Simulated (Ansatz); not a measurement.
CH$_{5}$AlCl$_{3}$N, SMILES `C[NH2+][Al-]([Cl])([Cl])[Cl]`, 11 atoms. Charge 0, multiplicity 1. All runs use 4 threads of an Arm Neoverse V1 on a shared host. Correlated methods freeze the cores.

Question: Give the basis size and wall time and peak host memory of each of these runs in Ansatz. direct RPA on PBE orbitals/def2-TZVPP energy; RKS SPW92 (LDA)/def2-TZVPP energy; RKS B97M-V/def2-TZVPP energy; RHF-CCSD(T)/def2-SVP energy; RKS HSE06 (plane-wave form)-D4/def2-TZVPP energy; RKS ωB97M-V/def2-SVP energy; RKS PBE0-D4/def2-TZVP relaxation (6 steps); RKS B3LYP-D4/def2-TZVPP energy and forces; RKS PBE0-D4/def2-TZVP frequencies; RKS PBE0-D4/def2-SVP energy; RKS ωB97M-V/def2-QZVPP energy; RHF-CCSD(T)/def2-TZVPP energy. (An estimate is asked.)

Answer: Computed: Other jobs shared the machine, so times are rough.

| level | job | functions | wall time | peak host memory (GiB) |
| --- | --- | --- | --- | --- |
| RKS PBE0-D4/def2-SVP | energy | 125 | 2.1 s | 0.56 |
| RKS SPW92 (LDA)/def2-TZVPP | energy | 300 | 2.5 s | 0.53 |
| RKS ωB97M-V/def2-SVP | energy | 125 | 8.5 s | 0.56 |
| RKS HSE06 (plane-wave form)-D4/def2-TZVPP | energy | 300 | 8.5 s | 1.2 |
| direct RPA on PBE orbitals/def2-TZVPP | energy | 300 | 11 s | 0.82 |
| RKS B3LYP-D4/def2-TZVPP | energy and forces | 300 | 12 s | 1.2 |
| RHF-CCSD(T)/def2-SVP | energy | 125 | 12 s | 0.65 |
| RKS B97M-V/def2-TZVPP | energy | 300 | 19 s | 0.65 |
| RKS ωB97M-V/def2-QZVPP | energy | 544 | 47 s | 3.2 |
| RKS PBE0-D4/def2-TZVP | relaxation (6 steps) | 240 | 53 s | 0.9 |
| RKS PBE0-D4/def2-TZVP | frequencies | 240 | 6 min | 0.9 |
| RHF-CCSD(T)/def2-TZVPP | energy | 300 | 9 min | 9.5 |

B3LYP here is the variant with VWN-RPA as its local correlation; programs differ in this.
